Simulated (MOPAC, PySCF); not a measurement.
H5AlOSi, SMILES `O[SiH2][AlH2]` (H–O–Si–Al torsion 42°, O–Si–Al–H torsion 166°), neutral singlet in the gas phase. 

Z-matrix (Å, degrees):
```
Si
O 1 1.6616
H 2 0.9574 1 117.02
H 1 1.4889 2 104.99 3 164.61
H 1 1.4985 4 106.01 2 -117.22
Al 1 2.4693 4 111.74 5 -119.21
H 6 1.5902 1 121.14 4 47.19
H 6 1.5933 7 118.60 1 -178.98
```
Charge 0, multiplicity 1.

All levels are single points at this geometry (PBE0-D4/def2-TZVP); Pople sets use spherical d functions. Orbital energies aren't observables, and empty levels follow the basis.

| level | HOMO (eV) | LUMO (eV) | gap (eV) | dipole (D) | vertical IE, Delta-SCF (eV) |
|---|---|---|---|---|---|
| PBE-D3(BJ)/def2-TZVP in PySCF | -6.09 | -2.86 | 3.23 | 1.24 | 9.02 |
| PBE0-D4/def2-TZVP in PySCF | -7.23 | -2.11 | 5.12 | 1.30 | 9.29 |
| B3LYP/3-21G in PySCF | -6.79 | -2.33 | 4.46 | 1.71 | – |
| B3LYP/6-311+G** in PySCF | -7.12 | -2.36 | 4.76 | 1.52 | – |
| B3LYP/6-31G* in PySCF | -6.89 | -2.21 | 4.68 | 1.41 | 9.20 |
| B3LYP/LANL2DZ in PySCF | -7.11 | -2.39 | 4.72 | 2.15 | – |
| M06-2X/6-31G* in PySCF | -8.15 | -1.46 | 6.69 | 1.50 | – |
| SVWN5/6-31G* in PySCF | -5.96 | -2.96 | 3.00 | 1.35 | 9.01 |
| HF/3-21G in PySCF | -9.80 | 0.45 | 10.25 | 2.14 | – |
| HF/STO-3G in PySCF | -6.73 | 8.11 | 14.84 | 1.95 | – |
| PM3 in MOPAC | -8.80 | -2.62 | 6.18 | 0.91 | – |
| PM6 in MOPAC | -9.71 | -0.52 | 9.19 | 1.56 | – |
| PM7 in MOPAC | -10.36 | -2.86 | 7.51 | 1.50 | – |
